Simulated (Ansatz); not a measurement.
Ansatz (a quantum-chemistry and plane-wave program) input (PBE/LANL2DZ): The .json file is the Basis Set Exchange's LANL2DZ.

Ansatz 0.2 input:
```yaml
crystal:
  periodic: [false, false, false]
  atoms:
    - {symbol: Zn, position_ang: [-0.35261563, -0.22042882, -0.28313080]}
    - {symbol: C, position_ang: [1.09707615, 0.68580963, 0.88089131]}
    - {symbol: H, position_ang: [1.62254981, -0.09468543, 1.42965800]}
    - {symbol: H, position_ang: [0.59808928, 1.37333936, 1.56262069]}
    - {symbol: H, position_ang: [1.77537304, 1.21935279, 0.21629743]}
basis:
  gaussian:
    orbitals: LANL2DZ.json
hamiltonian:
  xc: {name: PBE}
magnetization: {spin_polarized: true, initial_magnetization: 1}
output: {forces: true}
```

From the last part of the output:

```
WARN ansatz: RAYON_NUM_THREADS=1 ignored (pool sized by the plan → 1); use --threads N
Functional definition: PBE
integrals: 0.01 GiB planned
390 factors; integrals over basis functions are off by at most 5.6e-4 eV
mean field: 0.09 GiB planned
mean field evaluation 1: about -2866.7261 eV, gradient 4.1e1 eV
mean field evaluation 2: about -2834.6899 eV, gradient 6.7e1 eV
mean field evaluation 4: about -2876.2303 eV, gradient 7.1e0 eV
mean field evaluation 8: about -2876.4559 eV, gradient 3.5e-2 eV
mean field evaluation 16: about -2876.4559 eV, gradient 4.6e-5 eV
mean field -2876.45594630 eV, -105.7078062948 hartree, gradient 4.6e-5 eV, S^2 0.752815; 0 other end points of the search recorded, 0 dependent functions left out
the calculation of the forces begins
reference -2876.45598407 eV, -105.7078076827 hartree; 11, 10 occupied and 22, 23 virtual orbitals, 390 factors
Total energy: -2876.45598407 eV, -105.7078076827 hartree
Atom 0 at    -0.352616    -0.220429    -0.283131 Å, force    -0.275689    -0.172350    -0.221362 eV/Å
Atom 1 at     1.097076     0.685810     0.880891 Å, force    -0.126554    -0.079131    -0.101614 eV/Å
Atom 2 at     1.622550    -0.094685     1.429658 Å, force     0.267126    -0.340869     0.272573 eV/Å
Atom 3 at     0.598089     1.373339     1.562621 Å, force    -0.202021     0.331436     0.333489 eV/Å
Atom 4 at     1.775373     1.219353     0.216297 Å, force     0.337139     0.260915    -0.283087 eV/Å
Dipole moment:     0.024481     0.015305     0.019657 e Å
```
